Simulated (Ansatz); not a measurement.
System: sum formula SiPH$_{4}$, charge 0, multiplicity 2. It need not be the lowest isomer of its formula. SMILES: P[SiH2]
Geometry from a B3LYP-D3(BJ)/def2-TZVP (Ansatz, a first-principles code) optimisation:
```
Si
H 1 1.4892
H 1 1.4892 2 108.42
P 1 2.2575 2 108.18 3 -117.10
H 4 1.4177 1 96.32 2 -73.60
H 4 1.4177 5 94.78 1 96.92
```
Charge 0, spin multiplicity 2.

Computed values are from Ansatz. Cores are frozen in the correlated levels unless marked. Open shells are spin-unrestricted. No spin-orbit coupling. No relativistic terms. Basis-set limits of correlation are two-point, X^-3; Hartree-Fock from the larger set. The bracket is a focal-point correction in the basis named.

- atomisation energy De: 363.9 kcal/mol at RI-MP2/CBS(aug-cc-pV(T+d)Z,aug-cc-pV(Q+d)Z)+[CCSD(T)-MP2]/aug-cc-pV(T+d)Z
- vertical electron affinity (to the singlet; negative means unbound): 1.18 eV at RI-MP2/CBS(aug-cc-pV(T+d)Z,aug-cc-pV(Q+d)Z)+[CCSD(T)-MP2]/aug-cc-pV(T+d)Z
- total energy: -632.3556 Eh at RI-MP2/CBS(aug-cc-pV(T+d)Z,aug-cc-pV(Q+d)Z)+[CCSD(T)-MP2]/aug-cc-pV(T+d)Z
- dipole moment: 0.61 D at CCSD(T)/aug-cc-pV(D+d)Z
- T1 diagnostic: 0.018 at CCSD/aug-cc-pV(T+d)Z
